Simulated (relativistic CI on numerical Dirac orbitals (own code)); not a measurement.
**What each ingredient does to the levels of Ce XXX**

Base calculation: Dirac-Coulomb-Breit CI, orbitals from a KLI potential per configuration, a model potential for QED, unscaled Slater integrals.

Configurations in the expansion (outside the closed core [Ar]): 3d¹⁰4s, 3d¹⁰4p, 3d¹⁰4d, 3d¹⁰4f, 3d¹⁰5s, 3d¹⁰5p, 3d¹⁰5d, 3d¹⁰5f, 3d¹⁰5g, 3d¹⁰6s, 3d¹⁰6p, 3d¹⁰6d, 3d⁹4s², 3d¹⁰6f, 3d¹⁰7s, 3d⁹4s4p, 3d¹⁰8s, 3d⁹4s4d, 3d⁹4s4f, 3d⁹4s5s, 3d⁹4s5p, 3d⁹4s5d, 3d⁹4s5f. Double excitations out of closed p, d and f shells are left out; levels of such configurations are missing from the list, as are those of other unlisted configurations, and high levels can miss mixing partners.

The lowest level and the first level of each name with at least 55 % of one term (blank where a level has no safe partner in the second run):

| Level | Base (eV) | Shift (eV) |
| --- | --- | --- |
| 3d¹⁰4s ²S1/2 | 0.000 | 0.000 |
| 3d¹⁰4p ²P°1/2 | 61.148 | -4.645 |
| 3d¹⁰4p ²P°3/2 | 88.353 | -31.850 |
| 3d¹⁰4d ²D3/2 | 187.314 | -34.009 |
| 3d¹⁰4d ²D5/2 | 192.841 | -39.536 |
| 3d¹⁰4f ²F°5/2 | 298.404 | -38.861 |
| 3d¹⁰4f ²F°7/2 | 299.332 | -39.789 |
| 3d¹⁰5s ²S1/2 | 453.744 | -20.709 |
| 3d¹⁰5p ²P°1/2 | 482.777 | -22.637 |
| 3d¹⁰5p ²P°3/2 | 495.171 | -35.031 |
| 3d¹⁰5d ²D3/2 | 541.173 | -35.983 |
| 3d¹⁰5d ²D5/2 | 543.785 | -38.595 |
| 3d¹⁰5f ²F°5/2 | 589.977 | -38.356 |
| 3d¹⁰5f ²F°7/2 | 590.571 | -38.950 |
| 3d¹⁰5g ²G7/2 | 610.155 | -38.192 |
| 3d¹⁰5g ²G9/2 | 610.376 | -38.412 |
| 3d¹⁰6s ²S1/2 | 674.352 | -28.815 |
| 3d¹⁰6p ²P°1/2 | 690.279 | -29.772 |
| 3d¹⁰6p ²P°3/2 | 697.000 | -36.493 |
| 3d¹⁰6d ²D3/2 | 722.156 | -36.984 |
| 3d¹⁰6d ²D5/2 | 723.610 | -38.439 |
| 3d⁹4s² ²D5/2 | 744.407 | +51.902 |

At this charge energies of transitions that change n are usually good to better than 1 %, and those within a shell (Δn = 0) to a few per cent.

**Question.** One thing was changed in a second run, which moved the levels as shown. Which?
A. configuration mixing switched off
B. one mean potential for all configurations
C. non-relativistic limit
D. Breit term removed
E. QED terms removed

**Answer.** C. Non-relativistic limit. Without relativity the fine structure collapses and s electrons lose their extra binding.

LS names give the leading component of a level, which can be under half, so a name can repeat, a term be missing and a line seem to break the LS rules.
